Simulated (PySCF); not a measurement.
C24H12, SMILES c1ccc2c(c3c2c2c4c(c2c2c5ccccc5c23)cccc4)c1.

Geometry: B3LYP-D3(BJ)/def2-SVP.

Calculation: PySCF with ωB97X/def2-SVP.

Q: Estimate the frontier levels, gap, dipole moment. (Estimate from the structure and the level; the computed values follow.)

A: 
```json
{
  "highest_occupied_level": "-7.91 eV",
  "lowest_empty_level": "0.02 eV",
  "orbital_gap": "7.93 eV",
  "dipole_moment": "0.00 D",
  "quadrupole, principal values (traceless, Buckingham form, about the centre of nuclear charge)": "-31.77, 15.89, 15.89 D·Å"
}
```
